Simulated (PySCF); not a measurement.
# Excitation energy of Co⁺ by level of theory

Co⁺ [Ar] 3d8 (3F) → Co⁺ [Ar] 3d7 4p1 (high-spin determinant), as a difference of total energies. Calculation: PySCF 2.14, in x2c-TZVPPall (6s5p4d2f1g, 64 functions); the spin-free X2C one-electron Hamiltonian (Gaussian nucleus). Correlated levels: valence: [Ar] frozen. The calculations carry no spin-orbit coupling.

```
           method  excitation energy (eV)
              UHF                   3.514
    MP2 (valence)                   5.757
SCS-MP2 (valence)                   5.792
   CCSD (valence)                   5.240
CCSD(T) (valence)                   5.342
```

Question: How much does correlation contribute at CCSD(T) (valence)?

Answer: 5.342 − (3.514) = 1.828 eV, measured against UHF.

A first-order spin-orbit estimate (lowest level to lowest level, LS coupling) adds 0.014 eV.

The basis was made for the ground configuration and has no added diffuse functions, so the excitation energy can come out too high.

The determinant of the upper state mixes LS terms, which raises its energy above the lowest term, most at the Hartree-Fock and MP2 levels.
